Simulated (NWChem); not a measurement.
CH5FSi; SMILES C[SiH2]F

```xyz
8

Si     0.4597     0.1495    -0.0001
C     -0.4677    -1.4769    -0.0006
F     -0.5895     1.3843     0.0000
H      1.3122     0.2696     1.2131
H      1.3127     0.2701    -1.2129
H     -1.1049    -1.5752    -0.8865
H      0.2407    -2.3149    -0.0020
H     -1.1033    -1.5768     0.8862
```
Atoms are numbered in this order, from 1.

Program: NWChem. Pople sets run with spherical d functions. Coordinates come from a B3LYP/6-31G* (spherical d) optimisation. Core excitations by TDA in a window of 1s orbitals, non-relativistic and unshifted: absolute energies depend strongly on the exact-exchange share.

```tsv
level	first 1s excitation (eV)	dipole oscillator strength of the first	first state with f > 0.002 (eV)	dipole oscillator strength of that state
Si K edge, BHandHLYP/6-311G**	1823.9	0.0057	1823.9	0.0057
Si K edge, B3LYP/6-311G**	1798.0	0.0034	1798.0	0.0034
F K edge, PBE/6-311G**	659.1	0.0033	659.1	0.0033
```
